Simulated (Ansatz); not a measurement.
# Worked example: a bond strength in SnSiH6 (SMILES [SiH3][SnH3])

SnSiH6: 8 atoms, total charge 0, spin state singlet. As SMILES, `[SiH3][SnH3]`. Geometry: optimised at B3LYP/def2-SVP.

```xyz
8

Si   -0.6303    0.1231   -1.1672
Sn    0.6182   -0.1304    1.0895
H    -2.0847    0.3582   -0.9281
H    -0.4734   -1.1149   -1.9858
H    -0.0784    1.2780   -1.9347
H     0.4576    1.2945    2.0421
H     2.2968   -0.4141    0.8333
H    -0.0136   -1.4512    1.9950
```

Wanted: the dissociation energy of the H5–Si1 bond into doublet H and doublet SnSiH5 (shapes relaxed at B3LYP/def2-SVP, no zero-point term). 1 Eh = 2625.50 kJ/mol = 27.2114 eV. Totals in Eh; open shells run unrestricted unless said.

```tsv
level	program	SnSiH6	doublet H	doublet SnSiH5
HF/def2-TZVP (core potential)	Ansatz	-505.760669	-0.499810	-505.144787
PBE/def2-TZVP (core potential)	Ansatz	-507.207873	-0.499616	-506.568487
wB97M-V/def2-TZVP (core potential)	Ansatz	-507.282739	-0.494111	-506.639352
```

**Question.** Work out the dissociation energy at each level.

**Answer.** 
1. HF/def2-TZVP (core potential): (-0.499810) + (-505.144787) − (-505.760669) = 0.116072 Eh = 304.7 kJ/mol = 3.16 eV.
2. PBE/def2-TZVP (core potential): (-0.499616) + (-506.568487) − (-507.207873) = 0.139770 Eh = 367.0 kJ/mol = 3.80 eV.
3. wB97M-V/def2-TZVP (core potential): (-0.494111) + (-506.639352) − (-507.282739) = 0.149276 Eh = 391.9 kJ/mol = 4.06 eV.

The levels span 305 to 392 kJ/mol; no measured value is set beside them. Hartree–Fock lacks the correlation of the bonding electrons, so it comes out low. A bond enthalpy at 298 K also holds the loss of zero-point energy and thermal terms.
